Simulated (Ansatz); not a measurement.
A structure relaxed at B3LYP-D4/def2-SVP in Ansatz, charge 0, singlet:

Cartesian coordinates in Å:
```
Be 0.198 -1.478 -0.402
Be -0.548 0.793 -1.207
Be 1.354 0.600 0.439
Be -1.005 0.085 1.170
Te 0.862 -1.248 1.900
Te -2.131 -0.944 -0.691
Te -0.312 2.326 0.633
Te 1.581 -0.134 -1.842
```

Question: Give its formula and point group.

Answer: the cluster Be4Te4. Point group Td (tolerance 0.1 Å).

Question: Summarise the bond lengths by kind (pairs closer than 1.2 times the sum of covalent radii, bridged metal pairs left out).

Answer: 12 × Be–Te 2.41 Å.

In the def2 sets Te takes a core potential; there is no spin–orbit coupling. The structure comes from a short search, and lower isomers may exist.
